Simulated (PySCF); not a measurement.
C3H7S (SMILES C[C](C)S), doublet, at a GFN2-xTB geometry, atoms displaced at random by about 0.03 Å a coordinate; PySCF with HF/STO-3G, gradient.

PySCF was given this input:
```python
from pyscf import gto, scf

mol = gto.Mole()
mol.atom = '''
    C     1.365051   -1.033330   -0.018176
    C     0.008384   -0.310376    0.179324
    C    -1.229767   -1.154536    0.010400
    S     0.011926    1.363061   -0.123893
    H     1.463898   -1.445781   -0.942170
    H     1.406528   -1.868773    0.736873
    H     2.158398   -0.335321    0.226539
    H    -2.033988   -0.668240    0.521517
    H    -1.491508   -1.330814   -0.947482
    H    -1.131826   -2.123465    0.573990
    H    -1.244296    1.562378    0.246919
'''
mol.basis = 'sto-3g'
mol.charge = 0
mol.spin = 1
mol.verbose = 3
mol.build()

mf = scf.UHF(mol)
mf.conv_tol = 1e-6
mf.kernel()
g = mf.nuc_grad_method()
grad = g.kernel()
```

It wrote (shortened):

```
converged SCF energy = -509.409557508716  <S^2> = 0.76414105  2S+1 = 2.0140914
--------------- UHF gradients ---------------
         x                y                z
0 C     0.0294208196    -0.0141830578    -0.1098023621
1 C    -0.0311564137     0.0583325127     0.0021981008
2 C    -0.0179453824     0.0178085600    -0.1113088142
3 S     0.0009438954    -0.0483815988     0.0092529742
4 H    -0.0113399586     0.0253227567     0.0710200886
5 H    -0.0024404976    -0.0223688354     0.0233309062
6 H    -0.0062898778     0.0040140243     0.0080371516
7 H     0.0181211859    -0.0098942645     0.0009743213
8 H     0.0208716083     0.0165639194     0.0826239323
9 H    -0.0041783013    -0.0234463448     0.0241704683
10 H     0.0039929222    -0.0037676718    -0.0004967670
----------------------------------------------
```
